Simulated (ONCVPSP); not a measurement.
# Mo (Z = 42), ONCV: configuration errors across variants

ONCVPSP 4.0.1 input, shortened (lines: element, Z, core and valence counts, functional; n l f; lmax; l rc ep ncon nbas qcut; lloc lpopt rc5 dvloc0; l nproj debl; icmod fcfact rcfact), PBEsol, fully relativistic:

```
  Mo 42.00    7    3  -116133      upf
    1    0    2.00
    2    0    2.00
    2    1    6.00
    3    0    2.00
    3    1    6.00
    3    2   10.00
    4    0    2.00
    4    1    6.00
    4    2    5.00
    5    0    0.75
    2
    0    3.15    0.00    4    7    2.60
    1    1.80    0.00    4    7    6.30
    2    1.55    0.00    4    8    5.30
    4    2    1.55    0.00
    0    2    0.70
    1    2    2.70
    2    1    3.40
    0    0.00    0.00
```

Open shells are filled in proportion to 2j + 1.

All-electron excitation energies from the reference (eV): (1) 4p6 4d5 5s1 -1.198; (2) 4p6 4d5 5s0 5.707; (3) 4p6 4d4 5s0 21.162; (4) 4p6 4d4 5s2 -1.022.

2 further variants failed, have other tests or another functional or relativity, and are left out.

Errors AE − PS in meV (a dash: test not solved or not reliable):

```csv
change,(1),(2),(3),(4),bound ghosts,GHOST(+) flags above zero
base,-0.5,-6.7,+12,-38,none,s
s: rc 3.72,-0.5,-7.3,-8.9,-13,none,s
s: nproj 3,-0.5,-6.7,+12,-41,none,s
s: debl 3.35,-0.5,-6.7,+12,-40,none,s
"all radii scaled by about 1.27 (s 4.00, p 2.28, d 1.98 bohr); local potential polynomial inside 1.98 bohr (lpopt 2, dvloc0 0 Ha)",-0.4,-7.8,-32,+2.2,none,s
```

Task: Give the same row for: local potential polynomial inside 1.55 bohr (lpopt 2, dvloc0 6.5 Ha).

Result: -0.5, -6.8, +9.4, -42; bound ghosts: none; GHOST(+) flags above zero: none.
